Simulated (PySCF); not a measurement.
Si(CCH)2(H)(Me) (C5H6Si), SMILES C#C[SiH](C)C#C. Atoms are numbered in the order given.

```xyz
12

Si     0.4719     0.3855     0.0000
C     -0.4513     2.0182     0.0000
C      0.0304    -0.5891    -1.4960
C     -0.2685    -1.2135    -2.4972
C      0.0304    -0.5891     1.4960
C     -0.2685    -1.2135     2.4972
H      1.9439     0.6063     0.0000
H     -0.1920     2.6061    -0.8945
H     -1.5382     1.8441     0.0000
H     -0.1920     2.6061     0.8945
H     -0.5315    -1.7689    -3.3791
H     -0.5315    -1.7689     3.3791
```

Coordinates come from a B3LYP-D3(BJ)/def2-SVP optimisation.

Method: B3LYP/def2-TZVP run with PySCF.

ESP charges are fitted to the potential on shells at 1.4 to 2.0 van der Waals radii. Atomic charges (e):

| atom | Mulliken | ESP fit | IAO | Löwdin |
|---|---|---|---|---|
| Si1 | 0.37 | 0.82 | 1.01 | 0.31 |
| C2 | -0.45 | -0.77 | -0.72 | -0.42 |
| C3 | -0.20 | -0.21 | -0.34 | -0.18 |
| C4 | -0.11 | -0.33 | -0.18 | -0.09 |
| C5 | -0.20 | -0.21 | -0.34 | -0.18 |
| C6 | -0.11 | -0.33 | -0.18 | -0.09 |
| H7 | -0.05 | -0.16 | -0.13 | -0.01 |
| H8 | 0.13 | 0.19 | 0.16 | 0.13 |
| H9 | 0.13 | 0.21 | 0.16 | 0.13 |
| H10 | 0.13 | 0.19 | 0.16 | 0.13 |
| H11 | 0.19 | 0.30 | 0.20 | 0.13 |
| H12 | 0.19 | 0.30 | 0.20 | 0.13 |

Problem. Give the Mayer and Wiberg (Löwdin basis) orders of the bonds. (An estimate is asked for; the answer gives what the named calculation found.)

Solution. 
| bond | Mayer | Wiberg |
|---|---|---|
| Si1–C2 | 0.98 | 1.18 |
| Si1–C3 | 1.00 | 1.11 |
| C3–C4 | 2.75 | 3.00 |
| Si1–C5 | 1.00 | 1.11 |
| C5–C6 | 2.75 | 3.00 |
| Si1–H7 | 0.94 | 0.86 |
| C2–H8 | 0.95 | 0.90 |
| C2–H9 | 0.95 | 0.90 |
| C2–H10 | 0.95 | 0.90 |
| C4–H11 | 0.94 | 0.92 |
| C6–H12 | 0.94 | 0.92 |
